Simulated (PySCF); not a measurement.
## Diatomics of Hg with group 15

r²SCAN with double-zeta basis sets in PySCF, for the lowest determinant that a PBE0 search found; no spin–orbit coupling. De refers to high-spin ground-configuration atoms. A positive dipole means M(−)Hg(+).

```
 M      basis  state (unpaired electrons)  Re (Å)  ωe (cm⁻¹)  De (eV)  μ (D)
 P  def2-SVPD         quartet (σ ↑, π ↑↑)   2.864       90.6     0.15   0.31
Sb   def2-SVP         quartet (σ ↑, π ↑↑)   3.344       34.9     0.08   0.01
Bi   def2-SVP         quartet (σ ↑, π ↑↑)   3.478       30.2     0.09  -0.13
```

The shortest bond is that of HgP (2.864 Å), the longest that of HgBi (3.478 Å).

The rows differ in basis set, which adds steps of its own.

Down a group the atoms grow and get heavier, so bonds lengthen and wavenumbers fall; this series shows no clear exception.

Weak bonds: HgBi, HgP, HgSb. Basis-set superposition, not corrected here, can be much of De in a small basis, most of all at correlated wavefunction levels. Functionals without a dispersion term scatter widely for such bonds, and LDA overbinds them. Spin–orbit coupling is left out, which matters for elements this heavy, above all for dissociation energies. States were picked by a PBE0 search and need not be the measured ground states.
